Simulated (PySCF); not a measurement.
PySCF 2.14 output of an unrestricted PBE calculation on a single atom or ion in aug-cc-pVDZ (7s6p4d2f, 59 functions), with no relativity, point nucleus:

```
SCF conv_tol = 1e-09
number electrons alpha = 12  beta = 9
    J. P. Perdew, K. Burke, and M. Ernzerhof.,  Phys. Rev. Lett. 77, 3865 (1996)
    J. P. Perdew, K. Burke, and M. Ernzerhof.,  Phys. Rev. Lett. 78, 1396 (1997)
    J. P. Perdew, K. Burke, and M. Ernzerhof.,  Phys. Rev. Lett. 77, 3865 (1996)
    J. P. Perdew, K. Burke, and M. Ernzerhof.,  Phys. Rev. Lett. 78, 1396 (1997)
cycle= 1 E= -942.86487145235  delta_E= -0.00285  |g|= 0.02  |ddm|= 1.64
cycle= 2 E= -942.864944521419  delta_E= -7.31e-05  |g|= 0.015  |ddm|= 0.176
cycle= 3 E= -942.865042286436  delta_E= -9.78e-05  |g|= 5.64e-05  |ddm|= 0.083
cycle= 4 E= -942.86504228769  delta_E= -1.25e-09  |g|= 9.51e-07  |ddm|= 0.000363
cycle= 5 E= -942.86504228769  delta_E= -3.41e-13  |g|= 3.71e-08  |ddm|= 2.71e-06
converged SCF energy = -942.86504228769  <S^2> = 3.7503414  2S+1 = 4.0001707
```

The run itself started from symmetry-adapted Hartree-Fock orbitals and held the occupation by maximum overlap, on a logarithmic radial grid, so the iterations belong to that start.

**Question.** Which element, charge and spin multiplicity is this?

**Answer.** V²⁺ (vanadium, charge +2), multiplicity 4; the state was [Ar] 3d3, high-spin 4F determinant.
